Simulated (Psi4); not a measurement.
C3H10OSi, charge -1, doublet, geometry from GFN2-xTB (a state made from the parent by changing its charge; the spin is typed, not shown lowest) (a gas-phase anion, which may not be bound at this level); MP2/STO-3G run with Psi4.

Here is a job for Psi4.
```
memory 2 GB

molecule {
-1 2
  C     0.25810500    1.61005659   -1.27897079
  Si   -0.12363230   -0.09155022   -0.29900619
  C    -0.73203227   -1.88819897    0.47322274
  C     1.69252362   -0.29976757    0.36371436
  O    -1.09534832    0.79712445    0.79603221
  H     0.96028164    1.45565335   -2.09936028
  H     0.69243198    2.35867756   -0.61303408
  H    -0.64626722    2.04413102   -1.70290150
  H    -0.51617590   -1.96135055    1.54630561
  H    -0.23942836   -2.73445673   -0.00574898
  H    -1.80812858   -2.03778082    0.35411092
  H     2.42167298    0.09159140   -0.34512197
  H     1.84613086    0.23840435    1.30320670
  H     1.95014350   -1.34242788    0.54781154
  H    -1.47860015    0.25972567    1.48476329
}

set basis sto-3g
set reference uhf

energy('mp2')
print_variables()
```

Output, abridged:

```
    SCF Algorithm Type (re)set to DF.

   => Loading Basis Set <=

    Name: STO-3G
    Role: ORBITAL
    Keyword: BASIS

         ---------------------------------------------------------
                                   SCF
               by Justin Turney, Rob Parrish, Andy Simmonett
                          and Daniel G. A. Smith
                              UHF Reference
         ---------------------------------------------------------

  ==> Geometry <==

    Molecular point group: c1
    Full point group: C1

    Geometry (in Angstrom), charge = -1, multiplicity = 2:

       Center              X                  Y                   Z               Mass
    ------------   -----------------  -----------------  -----------------  -----------------
         C            0.293071515880     1.592142628554    -1.273823632564    12.000000000000
         SI          -0.088665784120    -0.109464181446    -0.293859032564    27.976926534650
         C           -0.697065754120    -1.906112931446     0.478369897436    12.000000000000
         C            1.727490135880    -0.317681531446     0.368861517436    12.000000000000
         O           -1.060381804120     0.779210488554     0.801179367436    15.994914619570
         H            0.995248155880     1.437739388554    -2.094213122564     1.007825032230
         H            0.727398495880     2.340763598554    -0.607886922564     1.007825032230
         H           -0.611300704120     2.026217058554    -1.697754342564     1.007825032230
         H           -0.481209384120    -1.979264511446     1.551452767436     1.007825032230
         H           -0.204461844120    -2.752370691446    -0.000601822564     1.007825032230
         H           -1.773162064120    -2.055694781446     0.359258077436     1.007825032230
         H            2.456639495880     0.073677438554    -0.339974812564     1.007825032230
         H            1.881097375880     0.220490388554     1.308353857436     1.007825032230
         H            1.985110015880    -1.360341841446     0.552958697436     1.007825032230
         H           -1.443633634120     0.241811708554     1.489910447436     1.007825032230

  Running in c1 symmetry.

  Rotational constants: A =      0.14987  B =      0.10133  C =      0.07766 [cm^-1]
  Rotational constants: A =   4492.90788  B =   3037.79137  C =   2328.10398 [MHz]
  Nuclear repulsion =  244.618617567321877

  Charge       = -1
  Multiplicity = 2
  Electrons    = 51
  Nalpha       = 26
[...]
  @DF-UHF Final Energy:  -477.27729698692195
    Total Energy =                       -477.2772969869219537
[...]
 Magnitude           :                                                    0.2711306

 ------------------------------------------------------------------------------------

  //>>>>>>>>>>>>>>>>>>>>>>>>>>>>>>>>>>>//
  //               DFMP2               //
  //<<<<<<<<<<<<<<<<<<<<<<<<<<<<<<<<<<<//

   => Loading Basis Set <=

    Name: (STO-3G AUX)
    Role: RIFIT
    Keyword: DF_BASIS_MP2

	 --------------------------------------------------------
	                          DF-MP2
	      2nd-Order Density-Fitted Moller-Plesset Theory

	        Rob Parrish, Justin Turney, Andy Simmonett,
	           Ed Hohenstein, and C. David Sherrill
	 --------------------------------------------------------

	 --------------------------------------------------------
	                 NBF =    39, NAUX =   394
	 --------------------------------------------------------
	   CLASS    FOCC     OCC    AOCC    AVIR     VIR    FVIR
	   ALPHA       0      26      26      13      13       0
	    BETA       0      25      25      14      14       0
	 --------------------------------------------------------

	-----------------------------------------------------------
	 ==================> DF-MP2 Energies <====================
	-----------------------------------------------------------
	 Reference Energy          =    -477.2772969869219537 [Eh]
	 Singles Energy            =      -0.0000000000000000 [Eh]
	 Same-Spin Energy          =      -0.0235592746251694 [Eh]
	 Opposite-Spin Energy      =      -0.1967331171670358 [Eh]
	 Correlation Energy        =      -0.2202923917922052 [Eh]
	 Total Energy              =    -477.4975893787141672 [Eh]
	-----------------------------------------------------------
	 ================> DF-SCS-MP2 Energies <==================
	-----------------------------------------------------------
	 SCS Same-Spin Scale       =       0.3333333333333333 [-]
	 SCS Opposite-Spin Scale   =       1.2000000000000000 [-]
	 SCS Same-Spin Energy      =      -0.0078530915417231 [Eh]
	 SCS Opposite-Spin Energy  =      -0.2360797406004429 [Eh]
	 SCS Correlation Energy    =      -0.2439328321421660 [Eh]
	 SCS Total Energy          =    -477.5212298190641036 [Eh]
	-----------------------------------------------------------

  Variable Map:
  ----------------------------------------------------------------------------
[...]
  Array Variable Map:
  ----------------------------------------------------------------------------
[...]
[...]
```
